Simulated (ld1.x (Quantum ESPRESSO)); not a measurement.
**Varying the TM potential for rhodium (Rh)**

Base potential:

- Element: rhodium
- Generator: ld1.x (Quantum ESPRESSO) 7.5
- Type: norm-conserving Troullier–Martins (Kleinman–Bylander form)
- Functional: PBEsol
- Relativity: scalar-relativistic
- Frozen core: [Kr]
- Valence charge: 9
- Reference configuration: 4d8 5s0.5 5p0 (charge +0.5)
- Partial waves: 5s (bound): rc 2.30 bohr; 4d (bound): rc 1.85 bohr; 5p (bound, empty): rc 3.55 bohr
- Local potential: the p channel
- Core correction: Bessel-smoothed model core inside 1.10 bohr

Cutoffs, loose and tight: the cutoffs (Ry, on a coarse ladder) from which the occupation-weighted sum of valence levels, in a spherical-Bessel basis at the reference potential, stays within 10 and 1 mRy of its value at 400 Ry. They do not see the model core or the augmentation charge, which bear on the density cutoff. Test errors are all-electron minus pseudo excitation energies from the reference, over the configurations 4d8 5s1 5p0; 4d8 5s0 5p0; 4d7 5s0 5p0; 4d8.5 5s0.5 5p0; 4d8 5s0 5p1; 4d7 5s1 5p0; 4d5 5s0 5p0. A dash means not determined; rows that change the core or the reference have their own tests.

| change | outcome | cutoff, loose | cutoff, tight | bound ghosts | largest test error (meV) |
| --- | --- | --- | --- | --- | --- |
| base | generated | 50 Ry | 70 Ry | none | -2415 |
| wave 4d (bound): rc 1.85 bohr becomes 4d (bound): rc 1.48 bohr | generated | 60 Ry | 80 Ry | none | -2474 |
| wave 4d (bound): rc 1.85 bohr becomes 4d (bound): rc 2.30 bohr | generated | 40 Ry | 55 Ry | none | -2091 |
| wave 4d (bound): rc 1.85 bohr becomes 4d (bound): rc 2.42 bohr | generated | 40 Ry | 55 Ry | none | -1940 |
| wave 4d (bound): rc 1.85 bohr becomes 4d (bound): rc 2.80 bohr | generated | 35 Ry | 50 Ry | none | -1360 |

Question: What comes out with this change to the base: wave 4d (bound): rc 1.85 bohr becomes 4d (bound): rc 1.72 bohr?

Answer: outcome: generated; cutoff, loose: 55 Ry; cutoff, tight: 70 Ry; bound ghosts: none; largest test error (meV): -2449.

Question: What comes out with this change to the base: wave 4d (bound): rc 1.85 bohr becomes 4d (bound): rc 2.04 bohr?

Answer: outcome: generated; cutoff, loose: 50 Ry; cutoff, tight: 55 Ry; bound ghosts: none; largest test error (meV): -2326.

Question: What comes out with this change to the base: wave 4d (bound): rc 1.85 bohr becomes 4d (bound): rc 1.24 bohr?

Answer: outcome: generated; cutoff, loose: 70 Ry; cutoff, tight: 80 Ry; bound ghosts: none; largest test error (meV): -2480.

Reading the sweep of the d radius (base included, trends over the rows without a ghost): The loose cutoff falls from 70 Ry at 1.24 to 35 Ry at 2.8 bohr. A larger radius leaves more room for a smooth pseudo-wave, so fewer plane waves are needed; a smaller one forces it to follow the all-electron wave where it bends sharply. The median size of the test errors (rows with all tests solved) stays near 23.6 meV.
